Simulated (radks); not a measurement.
Initial-state core-level shifts of the copper ion Cu+ when its valence configuration changes from [Ar] 3d10. All-electron calculation, scalar-relativistic Kohn-Sham, PBEsol, spin-polarised, spherical densities, point nucleus; open shells are filled with parallel spins first. Program: a radial shooting solver on a logarithmic mesh with Libxc functionals. Shifts are changes of the shell-averaged eigenvalues in eV (positive: less bound).

valence               1s       2s       3s       3p
3d9.5 4p0.5       -3.700   -3.940   -3.758   -3.692
3d9 4s1           -5.951   -6.603   -6.005   -5.856
3d9 4p1           -7.672   -8.218   -7.731   -7.584
3d8 4p2          -16.406  -17.764  -16.231  -15.885
3d8 4s2          -13.407  -14.890  -13.225  -12.891
3d8.5 4s1 4p0.5  -10.252  -11.261  -10.236   -9.996
3d8 4s1 4p1      -14.810  -16.243  -14.636  -14.294
